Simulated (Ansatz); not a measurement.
Z-matrix (Å, degrees):
```
Ta
S 1 2.146
Cl 1 2.293 2 111.1
N 1 1.942 2 104.8 3 118.1
Cl 1 2.293 2 111.1 3 -123.8
H 4 1.009 1 126.4 2 -0.0
H 4 1.013 1 122.6 2 180.0
```

The species carries charge 0 and has multiplicity 1. Ta takes the def2 core potential.

**Question.** List the r2SCAN/def2-TZVPP orbital energies in eV (Ansatz 0.2.0). (An estimate is asked.)

**Answer.** Ansatz gave: Occupied: -2753.66, -2753.66, -2408.65, -386.12, -255.05, -255.05, -213.12, -193.54, -193.54, -193.49, -193.49, -193.47, -193.47, -157.11, -157.10, -157.08, -74.18, -40.45, -40.41, -40.36, -22.80, -21.38, -21.22, -17.16, -13.57, -11.33, -10.31, -10.08, -9.37, -9.31, -8.98, -8.71, -7.95, -7.79, -7.19, -7.01. Lowest empty: -2.99, -2.45, -2.04, -1.63, -1.33, -0.26, 1.53, 2.34.
